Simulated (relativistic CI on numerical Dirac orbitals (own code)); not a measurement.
# Hyperfine structure of Pb17+, mass number 207

Computed by Dirac-Coulomb-Breit CI, orbitals from a KLI potential per configuration, model QED, unscaled Slater integrals (own radial code, finite nucleus).

CI space (outside the closed core [Kr] 4d10): 4f¹⁴5s²5p³, 4f¹⁴5s5p⁴, 4f¹⁴5s²5p²5d, 4f¹³5s²5p⁴, 4f¹⁴5s5p³5d, 4f¹⁴5s²5p²5f, 4f¹⁴5s5p³5f, 4f¹⁴5s²5p²5g, 4f¹⁴5s²5p²6s, 4f¹⁴5p⁴5d, 4f¹⁴5p⁵, 4f¹³5p⁶, 4f¹⁴5s²5p5d², 4f¹⁴5s²5d³, 4f¹⁴5s5p5d³, 4f¹⁴5s²5d²5f, 4f¹⁴5s5p5d²5f, 4f¹⁴5s²5p5f², 4f¹⁴5s²5d5f², 4f¹⁴5s5p5d5f², 4f¹⁴5s²5f³, 4f¹⁴5s5p5f³. Double excitations out of closed p, d and f shells are left out; levels of such configurations are missing from the list, as are those of other unlisted configurations, and high levels can miss mixing partners. Some configurations lack a partner that the ground configuration has and come out too high, among them 4f¹⁴5s²5p²5g, 4f¹⁴5s²5p²6s.

Nuclear spin I = 1/2, μ = 0.5906 μN (tables of Stone and Pyykkö). The electronic factors are computed for point nuclear moments, without core polarisation or the Bohr-Weisskopf and QED corrections.

```json
{"Level": "4f¹⁴5s²5p³ ²D°5/2", "E (eV)": "28.2381", "A (GHz)": "53.87"}
{"Level": "4f¹⁴5s²5p³ ²P°1/2", "E (eV)": "31.6643", "A (GHz)": "195.2"}
{"Level": "4f¹⁴5s²5p³ ²P°3/2", "E (eV)": "57.6861", "A (GHz)": "19.18"}
{"Level": "4f¹⁴5s5p⁴ ⁴P5/2", "E (eV)": "70.5028", "A (GHz)": "122.5"}
{"Level": "4f¹⁴5s5p⁴ ²S1/2", "E (eV)": "79.6067", "A (GHz)": "573.1"}
{"Level": "4f¹³5s²5p⁴ ⁴G°11/2", "E (eV)": "91.6147", "A (GHz)": "8.672"}
{"Level": "4f¹³5s²5p⁴ ²D°3/2", "E (eV)": "92.0465", "A (GHz)": "-8.533"}
```

Levels with J = 0, under 50 % of one LS term, or S terms without an open s electron are left out. Small factors come from cancelling terms and can be off by tens of per cent or more.

At this charge transitions that keep the count of f electrons are usually good to a few per cent. Levels that differ in their count of f electrons can be misplaced by several ten thousand cm⁻¹, since the correlation energy of f electrons is missing or only estimated; rates across such gaps can be off by orders of magnitude.

Task: Give the hyperfine levels of 4f¹⁴5s²5p³ ²P°1/2 relative to its centre of gravity.

Result: With K = F(F + 1) − I(I + 1) − J(J + 1), E = AK/2: F = 0: -146.4, F = 1: 48.8 GHz.

LS names give the leading component of a level, which can be under half, so a name can repeat, a term be missing and a line seem to break the LS rules.
